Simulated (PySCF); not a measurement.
# Ti (titanium, neutral) across methods

[Ar] 3d2 4s1 5s1, high-spin 5F determinant (an excited configuration). Computed with PySCF 2.14 in aug-cc-pVDZ-DK (7s6p4d2f, 59 functions), with the spin-free X2C one-electron Hamiltonian (Gaussian nucleus).

| method | E (hartree) | mean ε 3d α (eV) | mean ε 4s α (eV) | mean ε 5s α (eV) | Σ⟨r²⟩ (bohr²) | ⟨S²⟩ |
| --- | --- | --- | --- | --- | --- | --- |
| UHF | -852.62116 | -15.899 | -9.937 | -2.199 | 125.4 | 6.002 |
| r2SCAN | -853.517 | -9.629 | -7.716 | -1.478 | 118.8 | 6.001 |
| MN15 | -853.891 | -11.373 | -8.538 | -1.446 | 115.8 | 6.000 |
| B3LYP | -853.576 | -10.604 | -8.133 | -1.635 | 118.7 | 6.000 |
| PBE | -853.327 | -9.153 | -7.555 | -1.534 | 118.0 | 6.000 |
| r2SCAN0 | -853.507 | -11.297 | -8.381 | -1.689 | 118.9 | 6.001 |
| PBE0 | -853.363 | -10.974 | -8.242 | -1.766 | 119.8 | 6.001 |
| PW91 | -853.587 | -9.232 | -7.614 | -1.538 | 117.5 | 6.000 |

Problem. Estimate the same row for LDA.

Solution. E (hartree) = -851.444; mean ε 3d α (eV) = -9.068; mean ε 4s α (eV) = -7.755; mean ε 5s α (eV) = -1.523; Σ⟨r²⟩ (bohr²) = 115.0; ⟨S²⟩ = 6.000.

The outer electron is Rydberg-like, and this basis confines it to a smaller radius and binds it less than a complete one would.
